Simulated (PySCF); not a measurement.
CH12N2Si3, SMILES N[Si]([SiH2][SiH3])(C)N.

Coordinates come from a PBE-D3(BJ)/def2-SVP optimisation. This is a generated structure with no PubChem entry under its InChIKey; it may be hypothetical. One conformer was computed; it need not be the lowest.

All values below come from PBE-D3(BJ)/def2-SVP run with PySCF.

Frequencies are harmonic and unscaled.

```tsv
mode	ν (cm⁻¹)	IR (km/mol)	moving atoms (share of kinetic energy)
1	32	0.0	Si 41 %, H 25 %, N 23 %, C 12 %
2	61	0.3	Si 47 %, N 23 %, H 22 %
3	110	3.9	H 37 %, N 30 %, C 20 %, Si 13 %
4	126	0.8	H 87 %
5	141	0.6	H 95 %
6	153	0.8	H 47 %, N 23 %, Si 20 %, C 11 %
7	189	9.6	H 47 %, Si 27 %, N 23 %
8	206	3.4	H 69 %, N 15 %, Si 9 %
9	236	11.6	Si 35 %, H 29 %, N 27 %, C 9 %
10	253	5.7	H 58 %, N 23 %, Si 9 %, C 9 %
11	298	46.7	H 80 %, N 12 %
12	325	8.1	H 84 %, Si 11 %
13	382	14.0	Si 62 %, H 29 %
14	403	78.9	H 61 %, N 31 %
15	434	0.9	Si 77 %, H 19 %
16	458	218.5	H 74 %, N 20 %
17	484	4.1	H 81 %, Si 16 %
18	487	73.1	H 75 %, Si 20 %
19	642	88.5	H 58 %, C 20 %, Si 14 %
20	652	49.0	H 85 %, Si 9 %
21	671	55.7	H 57 %, C 20 %, Si 18 %
22	712	2.3	H 66 %, N 21 %, C 11 %
23	727	5.5	H 78 %, C 14 %
24	793	30.4	H 45 %, N 29 %, Si 16 %, C 10 %
25	818	28.7	H 39 %, Si 30 %, N 30 %
26	835	177.9	H 80 %, Si 12 %
27	846	181.6	H 76 %, Si 13 %, N 8 %
28	875	30.2	H 76 %, Si 14 %, N 8 %
29	888	97.6	H 58 %, Si 25 %, N 14 %
30	905	44.7	H 93 %
31	910	36.0	H 97 %
32	1213	28.2	H 78 %, C 22 %
33	1380	5.3	H 96 %
34	1383	2.2	H 96 %
35	1493	36.0	H 90 %, N 10 %
36	1497	48.8	H 90 %, N 10 %
37	2115	74.6	H 97 %
38	2130	50.2	H 96 %
39	2138	82.6	H 99 %
40	2150	111.3	H 96 %
41	2157	106.6	H 96 %
42	2972	4.0	H 97 %
43	3068	4.5	H 91 %, C 9 %
44	3082	3.3	H 91 %, C 9 %
45	3465	18.0	H 96 %
46	3471	11.8	H 96 %
47	3560	11.2	H 92 %, N 8 %
48	3573	15.5	H 92 %, N 8 %
```
